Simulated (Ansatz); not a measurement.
Reaction (substitution at a C–Al bond): `C[CH2][AlH][O][SiH3]` + H₂Te → `CC[TeH]` + `[AlH2][O][SiH3]`

Gas-phase electronic energies from Ansatz, PBE0-D4/def2-TZVP geometries. CCSD(T)/CBS adds triple-zeta CCSD(T) − MP2 to the extrapolated MP2 energy (def2 sets, frozen cores). Functionals use def2-TZVPP. Elements past krypton have def2 core potentials. For Te outer-core shells are correlated without core-valence functions, which leaves a few kJ/mol of doubt a bond. Each species was taken in one conformer, which may not be the lowest.

| level | ΔE (eV) |
| --- | --- |
| r2SCANh-D4 | 0.34 |
| ωB97M-V | 0.34 |

Problem. What does CCSD(T)/CBS give? (An estimate is asked.)

Solution. Computed: +0.24 eV. The listed levels differ from it by 0.10, 0.10 eV.

Largest T1 diagnostic among the species: 0.012.

Leaving LDA and LC-ωPBE aside and taking each functional with its dispersion term where it has one, the values, not all of them listed here, spread over 0.07 eV, from B2PLYP to r2SCAN0-D4. LDA lies +0.06 eV from PBE without D4. At CCSD(T), def2-SVP lies +0.13 eV from the extrapolated value and def2-TZVPP +0.04 eV.
